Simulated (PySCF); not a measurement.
PySCF input (TPSSh/def2-TZVPD):

```python
from pyscf import gto, scf, dft

mol = gto.M(
    atom='''
    Ba    0.31812200   -0.15983617    0.28994222
    Cl    1.21993507    0.69217242   -2.15449770
    Cl   -2.26786636   -0.16565327    1.19939393
    ''',
    basis='def2-tzvpd',
    ecp='def2-tzvp',
    charge=0,
    spin=0,
    verbose=4,
)

mf = dft.RKS(mol, xc='tpssh').density_fit(auxbasis='def2-universal-jkfit')
mf.grids.level = 3
mf.conv_tol = 1e-9
mf.max_cycle = 100
mf.max_memory = 1500
mf.kernel()
if not mf.converged:
    mf = mf.newton()
    mf.kernel(mf.make_rdm1())
mf.analyze()
```

End of the output:

```
Extra cycle  E= -946.138761826992  delta_E= 1.25e-11  |g|= 9.25e-06  |ddm|= 1.62e-05
converged SCF energy = -946.138761826992
**** SCF Summaries ****
Total Energy =                        -946.138761826991527
Nuclear Repulsion Energy =              96.754859408941826
One-electron Energy =                -1508.826752894675337
Two-electron Energy =                  465.933131658741956
Two-electron Coulomb Energy =          526.329089929057773
DFT Exchange-Correlation Energy =      -60.395958270315816
HOMO-LUMO gap [eV] =                     4.793006079019407
**** MO energy ****
MO #1   energy= -101.296479510002  occ= 2
MO #2   energy= -101.296472460302  occ= 2
MO #3   energy= -9.29902649862541  occ= 2
MO #4   energy= -9.29901329376726  occ= 2
MO #5   energy= -7.04095021268678  occ= 2
MO #6   energy= -7.04091835188006  occ= 2
MO #7   energy= -7.04083124632178  occ= 2
MO #8   energy= -7.04083082634008  occ= 2
MO #9   energy= -7.04058069279381  occ= 2
MO #10  energy= -7.04057727387674  occ= 2
MO #11  energy= -1.30987732891387  occ= 2
MO #12  energy= -0.757610796625164 occ= 2
MO #13  energy= -0.742039366352626 occ= 2
MO #14  energy= -0.729678462297547 occ= 2
MO #15  energy= -0.695614977914058 occ= 2
MO #16  energy= -0.669830470768377 occ= 2
MO #17  energy= -0.27918416867532  occ= 2
MO #18  energy= -0.266486574029957 occ= 2
MO #19  energy= -0.262687623497643 occ= 2
MO #20  energy= -0.258050617089342 occ= 2
MO #21  energy= -0.257790698346111 occ= 2
MO #22  energy= -0.25213081290121  occ= 2
MO #23  energy= -0.0759910868506295 occ= 0
MO #24  energy= -0.0423057535700589 occ= 0
MO #25  energy= -0.0421993143576877 occ= 0
MO #26  energy= -0.0189668389359217 occ= 0
MO #27  energy= -0.0137370476119069 occ= 0
MO #28  energy= -0.00265971916261021 occ= 0
MO #29  energy= 0.00564557716838784 occ= 0
MO #30  energy= 0.0216746537933246 occ= 0
MO #31  energy= 0.0222474268727338 occ= 0
MO #32  energy= 0.0479302144656941 occ= 0
MO #33  energy= 0.0558766025441191 occ= 0
MO #34  energy= 0.0657375757943418 occ= 0
MO #35  energy= 0.0718923639577345 occ= 0
MO #36  energy= 0.0750381508423009 occ= 0
MO #37  energy= 0.0832246288485431 occ= 0
MO #38  energy= 0.0847035547341188 occ= 0
MO #39  energy= 0.0892656112265385 occ= 0
MO #40  energy= 0.0985691998974979 occ= 0
MO #41  energy= 0.107980285872495  occ= 0
MO #42  energy= 0.108563640048873  occ= 0
MO #43  energy= 0.114348593560129  occ= 0
MO #44  energy= 0.114526293060901  occ= 0
MO #45  energy= 0.11475691153529   occ= 0
MO #46  energy= 0.145594647801726  occ= 0
MO #47  energy= 0.208554067991007  occ= 0
MO #48  energy= 0.2101507497615    occ= 0
MO #49  energy= 0.210769235957447  occ= 0
MO #50  energy= 0.214278481304234  occ= 0
MO #51  energy= 0.239372133291997  occ= 0
MO #52  energy= 0.256459885325215  occ= 0
MO #53  energy= 0.261776252002202  occ= 0
MO #54  energy= 0.265496597229978  occ= 0
MO #55  energy= 0.267346991259088  occ= 0
MO #56  energy= 0.286664800148378  occ= 0
MO #57  energy= 0.298294899994042  occ= 0
MO #58  energy= 0.324858061988355  occ= 0
MO #59  energy= 0.497967564889777  occ= 0
MO #60  energy= 0.500583467932286  occ= 0
MO #61  energy= 0.501396246901501  occ= 0
MO #62  energy= 0.509875786246598  occ= 0
MO #63  energy= 0.514329187889422  occ= 0
MO #64  energy= 0.536596284267642  occ= 0
MO #65  energy= 0.560594479413018  occ= 0
MO #66  energy= 0.591045079016811  occ= 0
MO #67  energy= 0.61023497048996   occ= 0
MO #68  energy= 0.611096635048063  occ= 0
MO #69  energy= 0.623884504653874  occ= 0
MO #70  energy= 0.632139528009227  occ= 0
MO #71  energy= 0.638700935613981  occ= 0
MO #72  energy= 0.642160061185285  occ= 0
MO #73  energy= 0.645030775528529  occ= 0
MO #74  energy= 0.665445024358013  occ= 0
MO #75  energy= 0.67312871498615   occ= 0
MO #76  energy= 0.680342074311642  occ= 0
MO #77  energy= 0.68403937483866   occ= 0
MO #78  energy= 0.697317677134459  occ= 0
MO #79  energy= 0.699830701846434  occ= 0
MO #80  energy= 0.788802538135641  occ= 0
MO #81  energy= 0.893105028864863  occ= 0
MO #82  energy= 0.895883505234196  occ= 0
MO #83  energy= 0.911347221041818  occ= 0
MO #84  energy= 0.919266730596101  occ= 0
MO #85  energy= 0.925529999459586  occ= 0
MO #86  energy= 0.925974265324479  occ= 0
MO #87  energy= 0.936287972970601  occ= 0
MO #88  energy= 1.09124528987878   occ= 0
MO #89  energy= 1.10173018744253   occ= 0
MO #90  energy= 1.96163287902713   occ= 0
MO #91  energy= 1.96367146885367   occ= 0
MO #92  energy= 1.96378748116401   occ= 0
MO #93  energy= 1.96691225615917   occ= 0
MO #94  energy= 1.98650473809161   occ= 0
MO #95  energy= 1.99183839255958   occ= 0
MO #96  energy= 1.99386248432684   occ= 0
MO #97  energy= 1.99683650583703   occ= 0
MO #98  energy= 2.03052947735462   occ= 0
MO #99  energy= 2.047724741223     occ= 0
MO #100 energy= 2.13489770762233   occ= 0
MO #101 energy= 2.13969912527219   occ= 0
MO #102 energy= 2.14008860150444   occ= 0
MO #103 energy= 2.14494782795494   occ= 0
MO #104 energy= 2.14566114301756   occ= 0
MO #105 energy= 2.14890847234795   occ= 0
MO #106 energy= 2.148935613243     occ= 0
MO #107 energy= 2.14897024446986   occ= 0
MO #108 energy= 2.14907812298763   occ= 0
MO #109 energy= 2.15163877202665   occ= 0
MO #110 energy= 2.15766014288964   occ= 0
MO #111 energy= 2.15895594561079   occ= 0
MO #112 energy= 2.1604591044315    occ= 0
MO #113 energy= 2.21619086438719   occ= 0
MO #114 energy= 2.36799188599829   occ= 0
MO #115 energy= 2.36935964344459   occ= 0
MO #116 energy= 2.37660955164937   occ= 0
MO #117 energy= 2.40723458701618   occ= 0
MO #118 energy= 2.41728916195829   occ= 0
MO #119 energy= 2.47637659929307   occ= 0
MO #120 energy= 5.53022522866516   occ= 0
MO #121 energy= 7.42660989331401   occ= 0
MO #122 energy= 10.8054536339292   occ= 0
MO #123 energy= 10.8057673383671   occ= 0
MO #124 energy= 10.8137532364442   occ= 0
MO #125 energy= 10.8205594022522   occ= 0
MO #126 energy= 10.8323273954987   occ= 0
MO #127 energy= 10.9443019898723   occ= 0
MO #128 energy= 11.0147817371229   occ= 0
MO #129 energy= 24.8065674815851   occ= 0
MO #130 energy= 24.9922446166556   occ= 0
MO #131 energy= 26.1537344761889   occ= 0
MO #132 energy= 256.883652955875   occ= 0
 ** Mulliken pop on meta-lowdin orthogonal AOs  **
 ** Mulliken pop  **
pop of  0 Ba 5s           1.87667
pop of  0 Ba 6s           0.10494
pop of  0 Ba 7s           0.00339
pop of  0 Ba 8s           0.02669
pop of  0 Ba 9s           0.00224
pop of  0 Ba 10s          0.03898
pop of  0 Ba 5px          0.09586
pop of  0 Ba 5py          0.01546
pop of  0 Ba 5pz          0.08764
pop of  0 Ba 6px          0.79108
pop of  0 Ba 6py          0.78362
pop of  0 Ba 6pz          0.78988
pop of  0 Ba 7px          1.01915
pop of  0 Ba 7py          1.10693
pop of  0 Ba 7pz          1.02906
pop of  0 Ba 8px          0.00370
pop of  0 Ba 8py          0.00201
pop of  0 Ba 8pz          0.00350
pop of  0 Ba 5dxy         0.00144
pop of  0 Ba 5dyz         0.00060
pop of  0 Ba 5dz^2        0.00107
pop of  0 Ba 5dxz         0.00442
pop of  0 Ba 5dx2-y2      0.00616
pop of  0 Ba 6dxy         0.02900
pop of  0 Ba 6dyz         0.02099
pop of  0 Ba 6dz^2        0.02271
pop of  0 Ba 6dxz         0.02246
pop of  0 Ba 6dx2-y2      0.02500
pop of  0 Ba 7dxy         0.03394
pop of  0 Ba 7dyz         0.02529
pop of  0 Ba 7dz^2        0.02418
pop of  0 Ba 7dxz         0.00158
pop of  0 Ba 7dx2-y2      0.00308
pop of  0 Ba 4f-3         0.00032
pop of  0 Ba 4f-2         0.00043
pop of  0 Ba 4f-1         0.00043
pop of  0 Ba 4f+0         0.00062
pop of  0 Ba 4f+1         0.00093
pop of  0 Ba 4f+2         0.00083
pop of  0 Ba 4f+3         0.00053
pop of  1 Cl 1s           1.99999
pop of  1 Cl 2s           1.99946
pop of  1 Cl 3s           1.96380
pop of  1 Cl 4s           0.03225
pop of  1 Cl 5s           0.01279
pop of  1 Cl 6s           0.00404
pop of  1 Cl 2px          1.99992
pop of  1 Cl 2py          1.99992
pop of  1 Cl 2pz          1.99990
pop of  1 Cl 3px          1.94721
pop of  1 Cl 3py          1.94719
pop of  1 Cl 3pz          1.85483
pop of  1 Cl 4px          0.01583
pop of  1 Cl 4py          0.01612
pop of  1 Cl 4pz          0.03368
pop of  1 Cl 5px          0.00284
pop of  1 Cl 5py          0.00362
pop of  1 Cl 5pz          0.00404
pop of  1 Cl 6px          0.00203
pop of  1 Cl 6py          0.00241
pop of  1 Cl 6pz          0.01209
pop of  1 Cl 7px          0.00103
pop of  1 Cl 7py          0.00119
pop of  1 Cl 7pz          0.00715
pop of  1 Cl 3dxy         0.00126
pop of  1 Cl 3dyz         0.00652
pop of  1 Cl 3dz^2        0.00935
pop of  1 Cl 3dxz         0.00655
pop of  1 Cl 3dx2-y2      0.00106
pop of  1 Cl 4dxy         0.00278
pop of  1 Cl 4dyz         0.01322
pop of  1 Cl 4dz^2        0.01756
pop of  1 Cl 4dxz         0.01234
pop of  1 Cl 4dx2-y2      0.00260
pop of  1 Cl 5dxy         0.00403
pop of  1 Cl 5dyz         0.01696
pop of  1 Cl 5dz^2        0.01854
pop of  1 Cl 5dxz         0.01463
pop of  1 Cl 5dx2-y2      0.00430
pop of  1 Cl 4f-3         0.00001
pop of  1 Cl 4f-2         0.00014
pop of  1 Cl 4f-1         0.00035
pop of  1 Cl 4f+0         0.00030
pop of  1 Cl 4f+1         0.00033
pop of  1 Cl 4f+2         0.00008
pop of  1 Cl 4f+3         0.00001
pop of  2 Cl 1s           1.99999
pop of  2 Cl 2s           1.99946
pop of  2 Cl 3s           1.96380
pop of  2 Cl 4s           0.03224
pop of  2 Cl 5s           0.01269
pop of  2 Cl 6s           0.00400
pop of  2 Cl 2px          1.99990
pop of  2 Cl 2py          1.99992
pop of  2 Cl 2pz          1.99992
pop of  2 Cl 3px          1.84267
pop of  2 Cl 3py          1.96011
pop of  2 Cl 3pz          1.94645
pop of  2 Cl 4px          0.03628
pop of  2 Cl 4py          0.01389
pop of  2 Cl 4pz          0.01591
pop of  2 Cl 5px          0.00410
pop of  2 Cl 5py          0.00352
pop of  2 Cl 5pz          0.00290
pop of  2 Cl 6px          0.01347
pop of  2 Cl 6py          0.00098
pop of  2 Cl 6pz          0.00211
pop of  2 Cl 7px          0.00799
pop of  2 Cl 7py          0.00032
pop of  2 Cl 7pz          0.00107
pop of  2 Cl 3dxy         0.00511
pop of  2 Cl 3dyz         0.00052
pop of  2 Cl 3dz^2        0.00314
pop of  2 Cl 3dxz         0.00733
pop of  2 Cl 3dx2-y2      0.00875
pop of  2 Cl 4dxy         0.01190
pop of  2 Cl 4dyz         0.00140
pop of  2 Cl 4dz^2        0.00672
pop of  2 Cl 4dxz         0.01378
pop of  2 Cl 4dx2-y2      0.01483
pop of  2 Cl 5dxy         0.02013
pop of  2 Cl 5dyz         0.00244
pop of  2 Cl 5dz^2        0.00846
pop of  2 Cl 5dxz         0.01627
pop of  2 Cl 5dx2-y2      0.01127
pop of  2 Cl 4f-3         0.00013
pop of  2 Cl 4f-2         0.00004
pop of  2 Cl 4f-1         0.00000
pop of  2 Cl 4f+0         0.00014
pop of  2 Cl 4f+1         0.00020
pop of  2 Cl 4f+2         0.00030
pop of  2 Cl 4f+3         0.00040
 ** Mulliken atomic charges  **
charge of    0Ba =      1.99320
charge of    1Cl =     -0.99625
charge of    2Cl =     -0.99694
Dipole moment(X, Y, Z, Debye):  5.02771, -2.52604,  4.58234
```
